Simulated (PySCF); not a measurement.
Hf(Cl)3(OH) (Cl₃HHfO), SMILES [OH][Hf]([Cl])([Cl])[Cl], multiplicity 1.

The structure is a stationary point at B3LYP-D3(BJ)/def2-SVP. The spin state was assumed, not searched. The isomer is the one that the SMILES or the coordinates give; other isomers of the formula were not compared. The def2 effective core potentials stand for the cores of Hf; spin–orbit coupling is left out. Other conformers were not sampled.

Calculation: PySCF with B3LYP-D3(BJ)/def2-SVP.

Frequencies are harmonic and unscaled.

Modes within 1.5 cm⁻¹ of each other (mostly degenerate sets) share a row, with their intensities summed.

```csv
mode,ν (cm⁻¹),IR (km/mol),moving atoms (share of kinetic energy)
1–2,95,1.4,"Cl 90 %, Hf 10 %"
3,100,6.1,"Cl 71 %, Hf 26 %"
4–5,143,1.7,"O 59 %, Cl 20 %, H 16 %"
6–7,316,337.0,"H 81 %, O 18 %"
8,371,14.9,Cl 94 %
9–10,384,175.3,"Cl 76 %, Hf 24 %"
11,741,120.4,"O 85 %, Hf 9 %"
12,3962,394.1,H 94 %
```
